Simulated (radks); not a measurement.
The numbers below are computed, except where a source is named.
Te3+, 49 electrons, occupied as [Kr] 4d10 5s2 5p1.

Code: a radial shooting solver on a logarithmic mesh with Libxc functionals. Model: Dirac Kohn-Sham, PBEsol, spin-unpolarised, spherical densities, finite nucleus; open shells are shared between the two j in proportion to 2j + 1; Fermi nuclear charge, rms radius 4.7423 fm.

Energy parts (hartree):
part                        energy
total                  -6791.68343
kinetic                 7181.75979
electron-nucleus      -16446.09081
Hartree                 2644.86179
exchange-correlation    -172.21420

Orbitals (lengths in bohr, moments of r in powers of bohr; <r^-3> diverges for s and p1/2; r(max) is where P^2 peaks; r(90%) holds 90 % of the orbital's charge):
\begin{tabular}{lrrrrrr}
orbital & occ. & eigenvalue (hartree) & r(90%) & <r^-3> & <r^2> & r(max) \\ \hline
1s1/2 & 2 & -1162.015 & 0.0500 & - & 0.001049 & 0.01794 \\
2s1/2 & 2 & -179.1217 & 0.185 & - & 0.01689 & 0.1015 \\
2p1/2 & 2 & -167.9273 & 0.165 & - & 0.01251 & 0.07796 \\
2p3/2 & 4 & -157.8476 & 0.173 & 4903 & 0.01380 & 0.08266 \\
3s1/2 & 2 & -36.55492 & 0.474 & - & 0.1187 & 0.2930 \\
3p1/2 & 2 & -31.94945 & 0.470 & - & 0.1134 & 0.2793 \\
3p3/2 & 4 & -30.07087 & 0.486 & 933.1 & 0.1216 & 0.2899 \\
3d3/2 & 4 & -21.93682 & 0.464 & 148.5 & 0.1030 & 0.2360 \\
3d5/2 & 6 & -21.54380 & 0.469 & 137.7 & 0.1054 & 0.2390 \\
4s1/2 & 2 & -7.16319 & 1.10 & - & 0.6606 & 0.7011 \\
4p1/2 & 2 & -5.57895 & 1.17 & - & 0.7317 & 0.7213 \\
4p3/2 & 4 & -5.22033 & 1.22 & 178.2 & 0.7848 & 0.7458 \\
4d3/2 & 4 & -2.68875 & 1.47 & 21.09 & 1.076 & 0.8053 \\
4d5/2 & 6 & -2.63417 & 1.48 & 19.37 & 1.103 & 0.8142 \\
5s1/2 & 2 & -1.57202 & 2.75 & - & 4.119 & 1.727 \\
5p1/2 & 0.333333 & -1.19499 & 3.15 & - & 5.317 & 1.936 \\
5p3/2 & 0.666667 & -1.14941 & 3.24 & 22.78 & 5.659 & 2.003 \\
5d3/2 & 0 & -0.65556 & 4.50 & 1.965 & 10.68 & 2.696 \\
5d5/2 & 0 & -0.65048 & 4.53 & 1.831 & 10.84 & 2.721 \\
6s1/2 & 0 & -0.60627 & 5.73 & - & 18.53 & 3.912 \\
4f5/2 & 0 & -0.43128 & 5.05 & 0.3205 & 11.71 & 2.591 \\
4f7/2 & 0 & -0.43068 & 5.07 & 0.3134 & 11.78 & 2.601 \\
\end{tabular}

The highest occupied level is 5p3/2 at -31.277 eV. For comparison, the ionisation energy in NIST's Atomic Spectra Database is 37.416 eV (measured). In exact Kohn-Sham theory the highest level is minus the ionisation energy, but local and semilocal functionals leave it too shallow, through self-interaction and a potential that decays too fast; potentials with the right tail come closer.

Beside tabulated values, note that spin-unpolarised runs miss the spin-polarisation part of the exchange energy of open shells.
